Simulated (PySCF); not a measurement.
C6H11OSi (doublet state).
Atom-mapped SMILES: `[CH2:1]=[C:2]([O:3][SiH3:4])[C:5]1[CH2:6][CH2:7][CH2:8]1` (hydrogens: H9, H10 on C1; H11, H12, H13 on Si4; H14, H15 on C6; H16, H17 on C7; H18, H19 on C8)

Geometry (GFN2-xTB, Å), atoms numbered from 1 in this order:
```xyz
19
C6H11OSi angstrom
C      1.1251    1.7061    0.7474
C      0.6819    0.5410    0.1795
O      1.5435   -0.4264   -0.2414
Si     3.1531   -0.6012   -0.2109
C     -0.6604    0.2550   -0.0130
C     -1.3783   -0.9338   -0.5600
C     -2.7091   -0.2196   -0.2546
C     -1.9247    0.9961    0.2769
H      0.4223    2.4503    1.0671
H      2.1719    1.8926    0.8882
H      3.2585   -1.8647   -0.9243
H      3.8358    0.4972   -0.9010
H      3.6521   -0.6715    1.1654
H     -1.2065   -1.8618   -0.0109
H     -1.1882   -1.1352   -1.6160
H     -3.3235   -0.0145   -1.1279
H     -3.3174   -0.7165    0.4975
H     -2.0909    1.2324    1.3297
H     -2.0549    1.9145   -0.2990
```

The hyperfine couplings belong to this conformer and change with its torsions.

Computed with UKS B3LYP, pcH-1 on C H O Si, non-relativistic, mean-field spin-orbit, GIAO (PySCF). One conformer (not necessarily the lowest) at the GFN2-xTB geometry, without solvent, vibrations or thermal averaging. Couplings are sensitive to structure, and on GFN2-xTB geometries they can be far from those on DFT ones. Stability of the SCF solution: not tested. ⟨S²⟩ is 0.774 where a pure state has 0.75.

The Mulliken spin populations are largest on C5 (+0.66), C1 (+0.59), C2 (-0.21) and C6 (-0.06). The angles at C5 add up to 360.0°, so it is planar.

Question: McConnell's relation a(H) = Q·ρ ties the coupling of a proton on a planar π carbon to the spin population of that carbon. What Q do the computed values give?

Answer: 
```
  H   C    ρ(C)  a(H) (G)  a/ρ (G)
 H9  C1  +0.589    -12.20    -20.7
H10  C1  +0.589    -12.67    -21.5
```

These protons share one ρ (within 0.01), so their mean ratio, Q = -21.1 G, is no test of linearity. In McConnell's picture π spin on carbon polarises the C–H bond and leaves opposite spin at the proton, which makes Q negative, as found here.

Question: How do the β-proton couplings of this frozen conformer go with θ, the angle between the C–H bond and the normal to the plane of the spin centre's three neighbours, both seen down the bond from centre to carbon?

Answer: 
```json
{"β H": "H14", "on": "C6", "centre": "C5", "θ (°)": "29", "cos²θ": "0.77", "a (G)": "+28.35"}
{"β H": "H15", "on": "C6", "centre": "C5", "θ (°)": "26", "cos²θ": "0.81", "a (G)": "+29.32"}
{"β H": "H18", "on": "C8", "centre": "C5", "θ (°)": "29", "cos²θ": "0.77", "a (G)": "+24.65"}
{"β H": "H19", "on": "C8", "centre": "C5", "θ (°)": "25", "cos²θ": "0.82", "a (G)": "+25.81"}
```

Couplings in gauss use g_iso = 2.0026.

Time: 1.7 min (grids of density and orbitals included); peak memory 1.0 GiB. Hardware: one thread, Arm Neoverse V2 (aarch64), no GPU (shared host).
